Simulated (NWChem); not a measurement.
System: Si2N2H5F; SMILES N1[SiH2]N[SiH]1F

The following NWChem deck was run.

```
start job
memory heap 200 mb stack 900 mb global 1100 mb
geometry units angstroms noautoz
  F      0.618589     2.112108     0.000000
  Si    -0.428973     0.870635     0.000000
  N     -0.118372    -0.338911    -1.195181
  Si     0.203733    -1.577276     0.000000
  N     -0.118372    -0.338911     1.195181
  H     -1.751668     1.542191     0.000000
  H     -0.116567    -0.334650    -2.203831
  H     -0.751711    -2.727715     0.000000
  H      1.587512    -2.145404     0.000000
  H     -0.116567    -0.334650     2.203831
end
basis spherical
  * library 6-31g*
end
dft
  xc xperdew91 perdew91
  iterations 150
  mulliken
end
task dft energy
```

Excerpt of the output:

```
             Northwest Computational Chemistry Package (NWChem) 7.3.0
             --------------------------------------------------------

 CS  symmetry detected

                             Geometry "geometry" -> ""
                             -------------------------

 Output coordinates in angstroms (scale by  1.889725989 to convert to a.u.)

  No.       Tag          Charge          X              Y              Z
 ---- ---------------- ---------- -------------- -------------- --------------
    1 F                    9.0000     0.59589437    -2.11408016     0.00000000
    2 Si                  14.0000    -0.43408848    -0.85798436     0.00000000
    3 N                    7.0000    -0.10649230     0.34706969    -1.19518100
    4 Si                  14.0000     0.23301239     1.58077795     0.00000000
    5 N                    7.0000    -0.10649230     0.34706969     1.19518100
    6 H                    1.0000    -1.76610546    -1.51085515     0.00000000
    7 H                    1.0000    -0.10474746     0.34278371    -2.20383100
    8 H                    1.0000    -0.70614301     2.74455209     0.00000000
    9 H                    1.0000     1.62465144     2.12937116     0.00000000
   10 H                    1.0000    -0.10474746     0.34278371     2.20383100

 Effective nuclear repulsion energy (a.u.)     312.3178751051

      Symmetry information
      --------------------

 Group name             Cs
 Group number              2
 Group order               2
 No. of unique centers     8

  perdew91 is a nonlocal functional; adding pw91lda local functional.

                                 NWChem DFT Module
                                 -----------------

 Summary of "ao basis" -> "ao basis" (spherical)
 ------------------------------------------------------------------------------
       Tag                 Description            Shells   Functions and Types
 ---------------- ------------------------------  ------  ---------------------
 F                           6-31g*                  6       14   3s2p1d
 Si                          6-31g*                  8       18   4s3p1d
 N                           6-31g*                  6       14   3s2p1d
 H                           6-31g*                  2        2   2s

      Symmetry analysis of basis
      --------------------------

        a'         58
        a"         30

            General Information
            -------------------
          SCF calculation type: DFT
          Wavefunction type:  closed shell.
          No. of atoms     :    10
          No. of electrons :    56
           Alpha electrons :    28
            Beta electrons :    28
          Charge           :     0
          Spin multiplicity:     1
          Use of symmetry is: on ; symmetry adaption is: on
          Maximum number of iterations: 150
          AO basis - number of functions:    88
                     number of shells:    44
          Convergence on energy requested:  1.00D-06
          Convergence on density requested:  1.00D-05
          Convergence on gradient requested:  5.00D-04

              XC Information
              --------------
                 Perdew 1991   Exchange Functional  1.000
                Perdew 1991 Correlation Functional  1.000 non-local
            Perdew 1991 LDA Correlation Functional  1.000 local

             Grid Information
             ----------------
          Grid used for XC integration:  medium
          Radial quadrature: Mura-Knowles
          Angular quadrature: Lebedev.
          Tag              B.-S. Rad. Rad. Pts. Rad. Cut. Ang. Pts.
          ---              ---------- --------- --------- ---------
          F                   0.50       49          12.0       434
          Si                  1.10       88          10.0       590
          N                   0.65       49           9.0       434
          H                   0.35       45          12.0       434
          Grid pruning is: on
          Number of quadrature shells:   454
          Spatial weights used:  Erf1

      Superposition of Atomic Density Guess
      -------------------------------------

 Sum of atomic energies:        -788.08558625

      Non-variational initial energy
      ------------------------------

 Total energy =    -790.254338
 1-e energy   =   -1711.951294
 2-e energy   =     609.379082
 HOMO         =      -0.342068
 LUMO         =       0.028317

      Symmetry analysis of molecular orbitals - initial
      -------------------------------------------------

  Numbering of irreducible representations:

     1 a'          2 a"

  Orbital symmetries:

     1 a'          2 a'          3 a'          4 a'          5 a"
     6 a'          7 a'          8 a'          9 a'         10 a'
    11 a"         12 a'         13 a"         14 a'         15 a'
    16 a"         17 a'         18 a'         19 a'         20 a'
    21 a"         22 a'         23 a"         24 a"         25 a'
    26 a'         27 a"         28 a'         29 a"         30 a'
    31 a'         32 a"         33 a'         34 a'         35 a'
    36 a'         37 a"         38 a'

     ---------------------------------------------
      Total Density - Mulliken Population Analysis
     ---------------------------------------------

    Atom       Charge   Shell Charges
 -----------   ------   -------------------------------------------------------
    1 F    9     9.61   2.00  0.95  3.47  1.00  2.18  0.01
    2 Si  14    12.63   2.00  2.00  5.97  0.81  1.20  0.18  0.21  0.27
    3 N    7     8.19   2.00  0.82  2.69  0.80  1.86  0.01
    4 Si  14    13.07   2.00  2.00  5.97  0.91  1.43  0.24  0.31  0.22
    5 N    7     8.19   2.00  0.82  2.69  0.80  1.86  0.01
    6 H    1     1.06   0.46  0.60
    7 H    1     0.55   0.40  0.15
    8 H    1     1.08   0.47  0.61
    9 H    1     1.08   0.47  0.61
   10 H    1     0.55   0.40  0.15

   convergence    iter        energy       DeltaE   RMS-Dens  Diis-err
 ---------------- ----- ----------------- --------- --------- ---------
 d= 0,ls=0.0,diis     1   -791.2239335647 -1.10D+03  2.16D-02  9.44D-01
 d= 0,ls=0.0,diis     2   -791.0686524796  1.55D-01  1.34D-02  2.59D+00
 d= 0,ls=0.0,diis     3   -791.3240194247 -2.55D-01  2.13D-03  5.17D-02
 d= 0,ls=0.0,diis     4   -791.3266870110 -2.67D-03  1.06D-03  1.73D-02
 d= 0,ls=0.0,diis     5   -791.3282946939 -1.61D-03  3.03D-04  1.01D-03
  Resetting Diis
 d= 0,ls=0.0,diis     6   -791.3284062505 -1.12D-04  6.35D-05  2.53D-05
 d= 0,ls=0.0,diis     7   -791.3284098271 -3.58D-06  2.08D-05  1.19D-06
 d= 0,ls=0.0,diis     8   -791.3284098150  1.22D-08  1.18D-05  1.47D-06
 d= 0,ls=0.0,diis     9   -791.3284099755 -1.61D-07  2.36D-06  9.70D-08

         Total DFT energy =     -791.328409975503
      One electron energy =    -1716.429414649881
           Coulomb energy =      680.870695198175
    Exchange-Corr. energy =      -68.087565628931
 Nuclear repulsion energy =      312.317875105134

 Numeric. integr. density =       56.000020956734

                  Occupations of the irreducible representations
                  ----------------------------------------------

                     irrep           alpha         beta
                     --------     --------     --------
                     a'               20.0         20.0
                     a"                8.0          8.0

                       DFT Final Molecular Orbital Analysis
                       ------------------------------------

 Vector   26  Occ=2.000000D+00  E=-2.854836D-01  Symmetry=a'
              MO Center= -4.7D-01, -2.7D-01, -2.7D-14, r^2= 4.4D+00
   Bfn.  Coefficient  Atom+Function         Bfn.  Coefficient  Atom+Function
  ----- ------------  ---------------      ----- ------------  ---------------
    80      0.290905   6 H  s                36      0.245538   3 N  py
    68      0.245538   5 N  py                3      0.224698   1 F  px
    54     -0.208244   4 Si py               79      0.207822   6 H  s
    21     -0.189486   2 Si px                4      0.188158   1 F  py
    40      0.171628   3 N  py               72      0.171628   5 N  py

 Vector   27  Occ=2.000000D+00  E=-2.362729D-01  Symmetry=a'
              MO Center=  2.5D-02,  7.7D-01,  1.1D-13, r^2= 3.8D+00
   Bfn.  Coefficient  Atom+Function         Bfn.  Coefficient  Atom+Function
  ----- ------------  ---------------      ----- ------------  ---------------
    35      0.308619   3 N  px               67      0.308619   5 N  px
    86     -0.284722   9 H  s                84      0.254077   8 H  s
    39      0.244236   3 N  px               71      0.244236   5 N  px
    80      0.171427   6 H  s                85     -0.170592   9 H  s
    83      0.151969   8 H  s                 4     -0.106333   1 F  py

 Vector   28  Occ=2.000000D+00  E=-2.099457D-01  Symmetry=a"
              MO Center= -1.1D-01,  3.3D-01, -1.3D-13, r^2= 2.3D+00
   Bfn.  Coefficient  Atom+Function         Bfn.  Coefficient  Atom+Function
  ----- ------------  ---------------      ----- ------------  ---------------
    35      0.405001   3 N  px               67     -0.405001   5 N  px
    39      0.363968   3 N  px               71     -0.363968   5 N  px
    36     -0.123403   3 N  py               68      0.123403   5 N  py
    40     -0.113494   3 N  py               72      0.113494   5 N  py
     5      0.063617   1 F  pz               63      0.060783   4 Si d  1

 Vector   29  Occ=0.000000D+00  E=-2.698069D-02  Symmetry=a"
              MO Center=  1.2D-01,  1.1D+00,  3.0D-14, r^2= 5.2D+00
   Bfn.  Coefficient  Atom+Function         Bfn.  Coefficient  Atom+Function
  ----- ------------  ---------------      ----- ------------  ---------------
    59      0.804165   4 Si pz               38      0.589404   3 N  s
    70     -0.589404   5 N  s                55      0.393984   4 Si pz
    27      0.330758   2 Si pz               23      0.281938   2 Si pz
    51     -0.134640   4 Si pz                5     -0.118099   1 F  pz
    40      0.112433   3 N  py               72     -0.112433   5 N  py

 Vector   30  Occ=0.000000D+00  E= 3.246067D-02  Symmetry=a'
              MO Center=  9.1D-02,  6.2D-01, -6.5D-14, r^2= 6.4D+00
   Bfn.  Coefficient  Atom+Function         Bfn.  Coefficient  Atom+Function
  ----- ------------  ---------------      ----- ------------  ---------------
    58      1.145085   4 Si py               38      0.884731   3 N  s
    70      0.884731   5 N  s                56     -0.858766   4 Si s
    26      0.470692   2 Si py               82     -0.442837   7 H  s
    88     -0.442837  10 H  s                80      0.381298   6 H  s
    57      0.334761   4 Si px                6      0.251260   1 F  s

 Vector   31  Occ=0.000000D+00  E= 4.300088D-02  Symmetry=a'
              MO Center= -3.6D-01, -3.9D-01, -8.8D-15, r^2= 5.9D+00
   Bfn.  Coefficient  Atom+Function         Bfn.  Coefficient  Atom+Function
  ----- ------------  ---------------      ----- ------------  ---------------
    26      0.854609   2 Si py               58     -0.570564   4 Si py
    84      0.549703   8 H  s                 6      0.466966   1 F  s
    56     -0.420437   4 Si s                86      0.393320   9 H  s
    38     -0.383282   3 N  s                70     -0.383282   5 N  s
    80      0.348994   6 H  s                24     -0.315973   2 Si s

     ---------------------------------------------
      Total Density - Mulliken Population Analysis
     ---------------------------------------------

    Atom       Charge   Shell Charges
 -----------   ------   -------------------------------------------------------
    1 F    9     9.33   2.00  0.93  3.31  1.02  2.06  0.01
    2 Si  14    13.21   2.00  2.00  5.96  0.89  1.61  0.11  0.26  0.38
    3 N    7     7.74   2.00  0.76  2.54  0.81  1.62  0.01
    4 Si  14    13.41   2.00  2.00  5.96  0.97  1.77  0.17  0.27  0.28
    5 N    7     7.74   2.00  0.76  2.54  0.81  1.62  0.01
    6 H    1     1.07   0.51  0.57
    7 H    1     0.67   0.50  0.17
    8 H    1     1.07   0.51  0.56
    9 H    1     1.07   0.51  0.56
   10 H    1     0.67   0.50  0.17

     -------------------------------------------
      Total Density - Lowdin Population Analysis
     -------------------------------------------

    Atom       Charge   Shell Charges
 -----------   ------   -------------------------------------------------------
    1 F    9     9.24   1.99  0.93  3.17  0.86  2.27  0.02
    2 Si  14    13.40   2.00  1.97  5.88  0.58  1.46  0.31  0.65  0.57
    3 N    7     7.61   1.99  0.70  2.39  0.56  1.95  0.03
    4 Si  14    13.51   2.00  1.97  5.88  0.64  1.59  0.34  0.70  0.38
    5 N    7     7.61   1.99  0.70  2.39  0.56  1.95  0.03
    6 H    1     1.05   0.50  0.55
    7 H    1     0.74   0.46  0.28
    8 H    1     1.05   0.50  0.55
    9 H    1     1.05   0.50  0.55
   10 H    1     0.74   0.46  0.28

     Multipole analysis of the density
     ---------------------------------

     L   x y z        total         alpha         beta         nuclear
     -   - - -        -----         -----         ----         -------
     0   0 0 0     -0.000000    -28.000000    -28.000000     56.000000

     1   1 0 0     -0.243312     -0.121656     -0.121656     -0.000000
     1   0 1 0      0.472060      0.236030      0.236030      0.000000
     1   0 0 1      0.000000      0.000000      0.000000      0.000000

     2   2 0 0    -34.044045    -40.291021    -40.291021     46.537997
     2   1 1 0      1.556573     -3.923994     -3.923994      9.404561
     2   1 0 1     -0.000000     -0.000000     -0.000000      0.000000
     2   0 2 0    -34.345149   -198.912671   -198.912671    363.480192
     2   0 1 1      0.000000      0.000000      0.000000      0.000000
     2   0 0 2    -26.109120    -66.106557    -66.106557    106.103994
```

Level: PW91/6-31G* (spherical d). All runs use the structure optimised with PBE0/def2-SVP.
